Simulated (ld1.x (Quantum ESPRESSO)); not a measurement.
Before and after: TM potential for rubidium

ld1.x (Quantum ESPRESSO) 7.5 input, shortened:

```
&input
   title='Rb', zed=37., rel=1, dft='PBE', iswitch=3,
   config='[Kr] 4d0 5s0.5 5p0'
 /
 &inputp
   pseudotype=2, tm=.true., lloc=1,
   nlcc=.false.
 /
3
4S  1  0   2.00   0.00  2.25  2.25  0.0
4D  3  2   0.00   0.00  3.90  3.90  0.0
4P  2  1   6.00   0.00  1.60  1.60  0.0
 &test
   configts(1)='4s2 4p6 4d0 5s0.5 5p0'
 /
```

Occupied shells without a wave of their own: 5s. They enter only through the test configuration that unscreens the potential.

All-electron outer shells of the reference configuration (PBE, scalar-relativistic, ld1.x):

```json
{"shell": "3d", "level (eV)": "-106.64", "outermost node (bohr)": "–", "outermost maximum (bohr)": "0.39"}
{"shell": "4s", "level (eV)": "-34.55", "outermost node (bohr)": "0.62", "outermost maximum (bohr)": "1.25"}
{"shell": "4p", "level (eV)": "-18.61", "outermost node (bohr)": "0.64", "outermost maximum (bohr)": "1.42"}
{"shell": "5s", "level (eV)": "-4.12", "outermost node (bohr)": "1.78", "outermost maximum (bohr)": "4.01"}
{"shell": "5p", "level (eV)": "-2.25", "outermost node (bohr)": "2.17", "outermost maximum (bohr)": "5.55"}
{"shell": "4d", "level (eV)": "-1.65", "outermost node (bohr)": "0.70", "outermost maximum (bohr)": "3.50"}
```

Change: local potential all-electron potential smoothed inside 2.15 bohr (lloc = -2).

Cutoffs: the cutoffs (Ry, on a coarse ladder) from which the occupation-weighted sum of valence levels, in a spherical-Bessel basis at the reference potential, stays within 10 and 1 mRy of its value at 400 Ry; they do not see the model core or the augmentation charge, which bear on the density cutoff. Errors are all-electron minus pseudo energies relative to the spin-unpolarised reference configuration.

Question: Predict the effect on cutoff, ghosts and configuration errors.

Answer: The potential gets neither clearly harder nor softer (35 Ry and 70 Ry → 35 Ry and 70 Ry); the bound ghost in d disappears; the miss of the reference levels goes from 0.11 to 0.74 eV; the number of tests that count goes from 7 to 6; of the 6 tests that both files solve, the error grows in 6 and shrinks in 0 by more than 15 % and 0.3 meV (median size 60.8 → 399.4 meV). In the separable form a ghost depends on how the local part lies against the semilocal potential of the channel, so the choice of the local part can create or remove one.

```csv
quantity,base,changed
"cutoff, loose",35 Ry,35 Ry
"cutoff, tight",70 Ry,70 Ry
bound ghosts,d,none
"largest miss of a reference level, eV",0.11,0.74
"tests counted (converged, no solver errors)",7 of 7,6 of 7
"error for 4s2 4p6 4d0 5s1 5p0, meV [ΔE -1.58 eV]",+42,+274
"error for 4s2 4p6 4d0 5s0 5p0, meV [ΔE 2.58 eV]",-76,-489
"error for 4s2 4p6 4d1 5s0 5p0, meV [ΔE 0.66 eV]",-46,-309
"error for 4s2 4p6 4d0.5 5s0.5 5p0, meV [ΔE -0.46 eV]",+2.4,+17
"error for 4s2 4p5 4d0 5s1 5p0, meV [ΔE 19.56 eV]",+154,+883
"error for 4s1 4p6 4d0 5s1 5p0, meV [ΔE 36.16 eV]",+97,+946
s: phases at 4.24 bohr within 0.05 rad from the reference energy up to (Ry; the scan ends near 5),-0.5,-0.7
p: phases at 4.24 bohr within 0.05 rad from the reference energy up to (Ry; the scan ends near 5),2.3,2.5
d: phases at 4.24 bohr within 0.05 rad from the reference energy up to (Ry; the scan ends near 5),0.8,0.8
```

Changed file: Tests not counted: 4s2 4p6 4d0 5s0 5p1 (solver errors, printed error -2.7 eV). The 5s level has no wave, so the channel is fitted at the deeper level alone: the likely source of the large errors. A true bound ghost makes a file unfit for plane-wave use even where its test errors are small: the radial tests pick states by their node count and pass the ghost by.
